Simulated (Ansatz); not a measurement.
Two members of one family (GaAs nanocrystals, H-capped) that differ in charge, which shifts all levels, computed with Ansatz in the gas phase. The two geometries come from different levels. Levels of anions in sets without diffuse functions are rough. A dash marks a value that wasn't run or was left out as unsound. The structures are stationary points that may keep the symmetry of their start. Remarks come from the PBE and PBE0 runs and from stability tests at other levels; not every state was tested. HOMO above LUMO (over both spins in singlets and doublets, within one spin in higher multiplets; at PBE or PBE0), or a gap under 0.15 eV within one spin, warns that the state may not be the lowest or that an electron is smeared out.

First: Ga10As9H26⁻, cut from wurtzite (singlet, charge -1, PBE-D4/def2-SVP geometry).

```xyz
45

Ga    3.092   -3.114    0.712
As    2.305   -2.536    3.084
Ga    2.857   -1.489   -2.871
As    0.703   -1.680   -4.157
As    1.946   -1.327   -0.551
Ga   -0.506   -1.549   -0.410
Ga    0.756   -0.640    3.571
As   -1.102   -1.033    1.992
Ga   -1.042    0.131   -4.186
As   -1.647    0.168   -1.763
Ga   -4.100   -0.122   -1.713
Ga   -2.705    0.802    2.403
As   -4.533    0.309    0.779
Ga    2.739    0.832    0.264
As    1.830    1.320    2.537
As    1.388    2.397   -1.159
Ga   -1.118    2.437   -1.038
Ga    0.493    3.431    2.767
As   -1.490    2.703    1.415
H     2.469   -4.546    0.441
H     4.658   -2.865    0.776
H     1.689   -3.748    3.788
H     3.480   -2.378    4.051
H     3.677   -2.836   -3.048
H     3.466   -0.090   -3.318
H     0.019   -2.977   -3.728
H     1.005   -2.120   -5.593
H    -1.012   -3.020   -0.723
H     0.359   -0.520    5.098
H    -1.805   -2.273    2.548
H    -2.275   -0.364   -5.055
H    -0.242    1.450   -4.570
H    -4.539   -1.630   -1.921
H    -4.841    1.085   -2.427
H    -3.206    0.966    3.895
H    -5.344   -0.823    1.416
H    -5.590    1.394    0.992
H     4.287    1.148    0.166
H     3.079    1.546    3.392
H     1.733    2.052   -2.603
H     1.969    3.811   -1.138
H    -1.719    3.647   -1.863
H     0.062    3.622    4.280
H     1.243    4.571    1.952
H    -2.485    3.861    1.513
```

```json
{"level": "PBE-D4/def2-SVP", "HOMO (eV)": "-3.04", "LUMO (eV)": "0.62", "gap (eV)": "3.66", "vertical IE (eV)": "–"}
{"level": "PBE-D4/def2-TZVP", "HOMO (eV)": "-3.12", "LUMO (eV)": "0.49", "gap (eV)": "3.61", "vertical IE (eV)": "4.66"}
{"level": "r2SCAN-D4/def2-TZVP", "HOMO (eV)": "-3.35", "LUMO (eV)": "0.64", "gap (eV)": "3.98", "vertical IE (eV)": "–"}
{"level": "PBE0-D4/def2-SVP", "HOMO (eV)": "-3.99", "LUMO (eV)": "1.30", "gap (eV)": "5.29", "vertical IE (eV)": "–"}
{"level": "PBE0-D4/def2-TZVP", "HOMO (eV)": "-4.03", "LUMO (eV)": "1.19", "gap (eV)": "5.22", "vertical IE (eV)": "5.08"}
```

Remarks: gap within one spin near zero at PBE or PBE0 (neutral doublet).

Second: Ga10As10H28, cut from zinc blende (singlet, charge 0, r2SCAN-D4/def2-SVP geometry).

```csv
atom,x (Å),y (Å),z (Å)
Ga1,-1.271,3.636,2.761
Ga2,-1.528,-3.023,3.518
Ga3,-1.637,-3.428,-1.335
Ga4,-0.786,3.836,-1.365
Ga5,-0.972,0.087,-3.625
Ga6,-1.093,0.172,0.373
Ga7,1.931,0.456,2.921
Ga8,1.863,-2.528,0.454
Ga9,2.446,0.874,-1.308
Ga10,1.995,-2.592,-3.603
As11,-2.131,-0.864,2.369
As12,-1.659,2.567,0.529
As13,1.049,2.796,3.159
As14,-1.938,-0.942,-1.621
As15,0.627,-3.566,2.375
As16,0.831,-3.428,-1.562
As17,-1.497,2.526,-3.346
As18,1.623,3.256,-1.354
As19,1.438,-0.150,-3.304
As20,1.304,-0.125,0.596
H21,-1.232,5.187,2.563
H22,-2.189,2.896,3.790
H23,-1.198,-2.628,4.991
H24,-2.598,-4.060,3.055
H25,-2.349,-4.155,-2.520
H26,-1.993,-3.676,0.178
H27,-1.092,5.362,-1.464
H28,-1.541,-0.381,-5.001
H29,0.977,-0.416,3.818
H30,3.480,0.510,3.107
H31,3.394,-2.773,0.664
H32,4.007,0.903,-1.300
H33,1.220,-3.052,-4.882
H34,3.539,-2.744,-3.398
H35,-3.616,-0.853,2.079
H36,-2.129,0.250,3.391
H37,-3.155,2.622,0.292
H38,1.405,3.279,4.547
H39,1.989,3.717,2.415
H40,-3.413,-0.597,-1.659
H41,0.546,-5.034,2.025
H42,1.652,-3.696,3.478
H43,1.214,-4.891,-1.491
H44,-2.987,2.746,-3.482
H45,-1.078,3.284,-4.587
H46,2.249,3.998,-2.512
H47,2.260,4.062,-0.245
H48,2.040,0.584,-4.485
```

Problem. Estimate how these quantities change from the first to the second (second minus first).

Solution. 
```tsv
level	Δ HOMO (eV)	Δ LUMO (eV)	Δ gap (eV)	Δ vertical IE (eV)
PBE-D4/def2-SVP	-2.83	-2.70	0.13	–
PBE-D4/def2-TZVP	-2.80	-2.65	0.15	2.79
r2SCAN-D4/def2-TZVP	-2.81	-2.67	0.14	–
PBE0-D4/def2-SVP	-2.85	-2.67	0.18	–
PBE0-D4/def2-TZVP	-2.82	-2.65	0.18	2.83
```

Remarks: gap within one spin near zero at PBE or PBE0 (+1 doublet).
